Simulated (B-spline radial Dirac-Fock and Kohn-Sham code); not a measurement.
The computed values come from an atomic code on a B-spline grid: multi-electron Dirac-Fock with separately optimised hole states, Breit and Lamb-shift corrections added in first order. Free neutral atoms.

Question: Order these X-ray lines by photon energy, lowest first.
A. Dy Kβ3
B. Er Kα1
C. Nd Kβ2'
D. W Kα2
E. Cs Kβ2''
F. Hf Kβ2''

Answer: E (35797.8 eV), C (43331.4 eV), B (49124.8 eV), A (51940.5 eV), D (57977.4 eV), F (64895.4 eV).
